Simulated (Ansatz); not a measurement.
```yaml
crystal:
  periodic: [false, false, false]
  atoms:
    - {symbol: O, position_ang: [-1.223359, -3.710368, -2.050314]}
    - {symbol: Ga, position_ang: [1.291513, -1.750983, -0.962968]}
    - {symbol: Si, position_ang: [0.007391, 2.086316, 1.140905]}
    - {symbol: F, position_ang: [-2.981171, 2.304707, 1.255367]}
    - {symbol: F, position_ang: [0.989149, 4.553421, -0.244377]}
    - {symbol: F, position_ang: [0.981715, 2.241616, 3.968607]}
    - {symbol: H, position_ang: [-2.887532, -3.076028, -1.707107]}
    - {symbol: H, position_ang: [3.996521, -2.756394, -1.505560]}
basis:
  gaussian: {orbitals: cc-pVDZ}
hamiltonian: {xc: {name: BHLYP}}
```

```sh
$ ansatz run in.yaml --threads 4 --pin off --events-out ev --progress --plain --max-ram 10444MiB
```

Shortened log:

```
Functional definition: BHLYP
1119 factors; integrals over basis functions are off by at most 1.1e-3 eV
mean field evaluation 1: about -70422.8911 eV, gradient 1.0e2 eV
mean field evaluation 2: about -69702.9896 eV, gradient 3.5e2 eV
mean field evaluation 4: about -70331.5048 eV, gradient 1.6e2 eV
mean field evaluation 8: about -70455.5191 eV, gradient 6.3e0 eV
mean field evaluation 16: about -70455.9239 eV, gradient 5.2e-5 eV
mean field -70455.92388650 eV, -2589.2074460884 hartree, gradient 1.2e-5 eV, S^2 0.000000; 6 other end points of the search recorded, 0 dependent functions left out
reference -70455.92411469 eV, -2589.2074544741 hartree; 41, 41 occupied and 70, 70 virtual orbitals, 1119 factors
Total energy: -70455.92411469 eV, -2589.2074544741 hartree
```

Problem. What is wrong with this run?

Solution. The coordinates are in bohr but typed as ångström. Self-consistency was reached. The result belongs to that input, not to the molecule as meant.
